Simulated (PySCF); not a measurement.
# Ionisation energy of Br by level of theory

Br [Ar] 3d10 4s2 4p5 (2P) → Br⁺ [Ar] 3d10 4s2 4p4 (3P), as a difference of total energies. Computed with PySCF 2.14 in aug-cc-pVTZ-PP with ECP10MDF, with scalar relativity through the core potential. Correlated levels: valence: 3s2 3p6 3d10 frozen. The calculations carry no spin-orbit coupling.

| method | ionisation energy (eV) | error (eV) |
| --- | --- | --- |
| UHF | 10.717 | -1.127 |
| LDA | 12.032 | +0.188 |
| PBE | 11.752 | -0.092 |
| PBE0 | 11.768 | -0.076 |
| r2SCAN | 11.835 | -0.009 |
| M06-L | 11.539 | -0.305 |
| M06-2X | 11.622 | -0.222 |
| PW91 | 11.824 | -0.020 |
| MN15 | 11.536 | -0.308 |
| MP2 (valence) | 11.574 | -0.270 |
| SCS-MP2 (valence) | 11.573 | -0.271 |

Reference: 11.844 eV (measured; NIST levels, between the centres of gravity of the two terms).

Errors of the correlated levels include the incompleteness of this basis and the frozen core.
